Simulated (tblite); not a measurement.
Level: GFN2-xTB in tblite, geometry and Hessian alike; calculated harmonic values, unscaled, isolated species. The method is semi-empirical: single wavenumbers can be off by several per cent or more. One conformer each. Thermal functions are those of the rigid rotor and harmonic oscillator, without mixing of conformers.

Problem. Order these by their ideal-gas entropy at 298.15 K and 1 bar, highest first (cal/(mol K)).
A. `CC#CC#P`
B. `CCn1cpc(Cl)c1`
C. `C=C(C)C(C)=[N+](C)C`
D. `C=CC1=PC=CC(C=C)=C1C`

Solution. D (104.8), C (98.5), B (92.1), A (74.1).

```csv
SMILES,atoms,mass (u),symmetry number,modes under 300 cm⁻¹,ZPE (kcal/mol),S translation (cal/(mol K)),S rotation,S vibration,S,Cp
C=Cc1ccpc(C=C)c1C,22,162.06,1,8,108.7,41.2,30.6,33.1,104.8,45.2
C=C(C)C(C)=[N+](C)C,22,112.11,1,8,121.9,40.1,28.4,29.9,98.5,40.0
CCn1cpc(Cl)c1,15,147.00,1,5,70.0,40.9,29.6,21.6,92.1,32.1
CC#CC#P,8,82.00,3,4,32.2,39.2,22.4,12.5,74.1,20.7
```

Entropies and Cp are for 298.15 K and 1 bar.
